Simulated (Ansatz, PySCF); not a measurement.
This Ansatz (a first-principles code) input computes a SVWN5/def2-TZVPD energy:

Ansatz 0.2 input:
```yaml
crystal:
  periodic: [false, false, false]
  atoms:
    - {symbol: F, position_ang: [-1.49152392, 1.04101960, -0.92024807]}
    - {symbol: C, position_ang: [-0.98825372, -0.01258050, -0.25927649]}
    - {symbol: F, position_ang: [-1.48961342, -1.12234965, -0.82256007]}
    - {symbol: F, position_ang: [-1.40504679, 0.04416596, 1.00556499]}
    - {symbol: C, position_ang: [0.54367755, -0.01654743, -0.37708732]}
    - {symbol: Cl, position_ang: [1.21719150, -1.45348295, 0.41590117]}
    - {symbol: Cl, position_ang: [1.21459454, 1.48719484, 0.28311342]}
    - {symbol: H, position_ang: [0.80275161, -0.06385786, -1.42987677]}
basis:
  gaussian:
    orbitals: def2-TZVPD
hamiltonian:
  xc: {name: SVWN5}
output: {forces: true}
```

Q: Write an input for the same energy in PySCF and say what it gives.

A: 
```python
from pyscf import gto, scf, dft

mol = gto.M(
    atom='''
    F    -1.49152392    1.04101960   -0.92024807
    C    -0.98825372   -0.01258050   -0.25927649
    F    -1.48961342   -1.12234965   -0.82256007
    F    -1.40504679    0.04416596    1.00556499
    C     0.54367755   -0.01654743   -0.37708732
    Cl    1.21719150   -1.45348295    0.41590117
    Cl    1.21459454    1.48719484    0.28311342
    H     0.80275161   -0.06385786   -1.42987677
    ''',
    basis='def2-tzvpd',
    charge=0,
    spin=0,
    verbose=4,
)

mf = dft.RKS(mol, xc='svwn').density_fit(auxbasis='def2-universal-jkfit')
mf.grids.level = 3
mf.conv_tol = 1e-9
mf.max_cycle = 100
mf.max_memory = 1500
mf.kernel()
if not mf.converged:
    mf = mf.newton()
    mf.kernel(mf.make_rdm1())
mf.analyze()
```
It gives -1291.42260 Eh, and Ansatz -1291.42251 Eh, a difference of 0.09 mEh, from the treatment of integrals and grids.
